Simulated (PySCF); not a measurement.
## Two-component Hartree-Fock for Nd³⁺ (neodymium, charge +3)

Start: [Xe] 4f3; 4f7/2 filled at m_j = +3/2, +5/2, +7/2. Calculated with PySCF 2.14 in x2c-SVPall-2c with one added diffuse shell each of s, p, d, f type (8s11p10d4f1g, 128 functions): generalised Hartree-Fock with the X2C-1e Hamiltonian and a Gaussian nucleus; spin-orbit coupling (SO) screened by Boettger's factors. This is a chosen level, not necessarily the ground level.

```csv
spinor shell,electrons,"ε, screened SO (eV)",weight of nominal j (screened SO),"rms radius, screened SO (bohr)"
1s1/2,2,-43805.4,1.000,0.0270
2s1/2,2,-7224.1,1.000,0.109
2p1/2,2,-6821.7,1.000,0.0938
2p3/2,4,-6297.4,1.000,0.0998
3s1/2,2,-1640.0,1.000,0.283
3p1/2,2,-1466.9,1.000,0.275
3p3/2,4,-1359.9,1.000,0.288
3d3/2,4,-1061.1,0.998,0.259
3d5/2,6,-1038.8,0.999,0.263
4s1/2,2,-372.05,1.000,0.644
4p1/2,2,-303.93,0.992,0.665
4p3/2,4,-280.99,0.996,0.692
4d5/2,6,-164.24,0.882,0.762
4d3/2,4,-165.59,0.823,0.754
5s1/2,2,-77.796,1.000,1.55
5p1/2,2,-56.430,0.966,1.71
5p3/2,4,-52.854,0.983,1.79
4f7/2,3,-42.678,0.819,1.04
```

```
   quantity  screened SO
E (hartree)  -9620.67226
        M_J         15/2
       ⟨J²⟩       63.753
       ⟨L²⟩       42.180
       ⟨S²⟩        3.771
```

Each row is a mean over spinors that exchange with the open shell spreads, by up to 12.661 eV (4d5/2).

Rows whose weight is well below 1 are mixtures of j = l ± 1/2: exchange outweighs spin-orbit coupling there, and the label is only the starting occupation.

Breit and QED terms are absent; they matter most for the inner s and p1/2 levels.

Densities and radii are taken from the X2C orbitals without a picture-change correction, which distorts them close to the nucleus.
